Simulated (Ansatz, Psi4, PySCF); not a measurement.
CHCl (SMILES [CH]Cl), singlet, at a GFN2-xTB geometry. Base run: R2SCAN/def2-SVP (PySCF).

The PySCF input:
```python
from pyscf import gto, scf, dft

mol = gto.M(
    atom='''
C    -1.02555045    0.51141695    0.04925011
Cl    0.46670147   -0.16319083   -0.01323040
H    -1.78062225   -0.29425759   -0.07058381
''',
    basis='def2-svp',
    verbose=4,
)

mf = dft.RKS(mol)
mf.xc = 'r2scan'
mf.kernel()
```

The same geometry, method and basis name were run in Ansatz (a program for electronic structure) and Psi4 and PySCF, at each program's defaults and at the settings that a row names. The base is PySCF at its defaults. Differences at the defaults can come from grids, fitting, cores and function types together.

```
code and settings                                                                             ΔE vs base (µEh)  basis functions      E (Eh)  SCF cycles  dipole (D)
--------------------------------------------------------------------------------------------  ----------------  ---------------  ----------  ----------  ----------
PySCF, defaults (exact integrals, its default grid, spherical functions)                                   0.0               37  -498.52666           8        1.95
Psi4, defaults (density fitting with its default set, its default grid, spherical functions)              -134               37  -498.52680           8        1.95
Ansatz, defaults (factorised integrals, its default grid, spherical functions)                            37.8               37  -498.52663           -           -
PySCF, density fitting with def2-universal-jkfit                                                         -49.5               37  -498.52671           8        1.95
PySCF, fine grid                                                                                          51.7               37  -498.52661           8        1.95
Psi4, exact integrals, spherical functions, fine grid                                                      117               37  -498.52655          11        1.95
Ansatz, high accuracy                                                                                     39.4               37  -498.52663           -           -
```
